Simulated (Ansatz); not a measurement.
Ge2H10Si3, SMILES `[SiH2]1[SiH2][GeH2][SiH2][GeH2]1`, relaxed with RKS PBE0-D4/def2-TZVP in Ansatz from a GFN2-xTB geometry. The force threshold is 0.005 eV/Å; the program also tests the step.

Total charge 0; spin multiplicity 1.

Start:

```xyz
15

Si    0.270    1.305    1.535
Si   -1.024    1.717   -0.371
Ge   -1.141   -0.354   -1.517
Si    0.472   -1.882   -0.728
Ge    1.409   -0.726    1.103
H     1.205    2.388    1.853
H    -0.570    1.142    2.729
H    -0.391    2.714   -1.244
H    -2.359    2.242   -0.070
H    -2.531   -0.948   -1.399
H    -1.083   -0.186   -3.022
H     1.474   -2.189   -1.750
H    -0.131   -3.151   -0.318
H     2.884   -0.469    0.864
H     1.518   -1.602    2.335
```

| step | energy (eV) | largest force (eV/Å) | largest move (Å) |
| --- | --- | --- | --- |
| 1 | -136809.7270 | 0.583 | 0.000 |
| 2 | -136809.8662 | 0.212 | 0.142 |
| 3 | -136809.9082 | 0.074 | 0.089 |
| 4 | -136809.9110 | 0.015 | 0.018 |
| 5 | -136809.9189 | 0.015 | 0.099 |
| 6 | -136809.9297 | 0.171 | 0.195 |
| 7 | -136809.9340 | 0.181 | 0.074 |
| 8 | -136809.9406 | 0.174 | 0.127 |
| 9 (rejected) | -136809.9405 | 0.211 | 0.145 |
| 10 | -136809.9462 | 0.084 | 0.070 |
| 11 (rejected) | -136809.9440 | 0.060 | 0.099 |
| 12 | -136809.9490 | 0.026 | 0.048 |
| 13 | -136809.9494 | 0.019 | 0.038 |
| 14 | -136809.9495 | 0.014 | 0.013 |
| 15 | -136809.9496 | 0.009 | 0.004 |
| 16 | -136809.9496 | 0.001 | 0.002 |

End:

```xyz
15

Si    0.078    1.162    1.602
Si   -0.803    1.745   -0.484
Ge   -1.297   -0.378   -1.458
Si    0.458   -1.823   -0.707
Ge    1.548   -0.643    1.070
H     0.764    2.280    2.306
H    -1.021    0.652    2.468
H     0.258    2.412   -1.291
H    -1.988    2.642   -0.414
H    -2.644   -0.885   -0.908
H    -1.399   -0.323   -2.993
H     1.417   -2.106   -1.810
H    -0.099   -3.115   -0.221
H     2.884   -0.074    0.559
H     1.845   -1.547    2.280
```

Hardware: 3 threads of an AMD EPYC 7R13 on a shared host and a share of an NVIDIA H100 80 GB. Wall time 18 s, peak host memory 1.1 GiB.
